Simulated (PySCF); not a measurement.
1-bromo-1-methylcyclopropane (C4H7Br), SMILES CC1(Br)CC1.

The structure is a stationary point at r2SCAN-D4/def2-SVP.

All values below come from PySCF with B3LYP/def2-TZVP.

Isolated molecule, no solvent.

Computed frontier levels, gap, dipole moment and polarisability:
- highest occupied level = -7.22 eV
- lowest empty level = -0.34 eV
- orbital gap = 6.88 eV
- dipole moment = 2.08 D
- quadrupole, principal values (traceless, Buckingham form, about the centre of nuclear charge) = -1.29, -0.84, 2.13 D·Å
- mean static polarisability = 66.6 bohr³ (9.86 Å³)
- polarisability, principal values = 57.9, 63.3, 78.5 bohr³
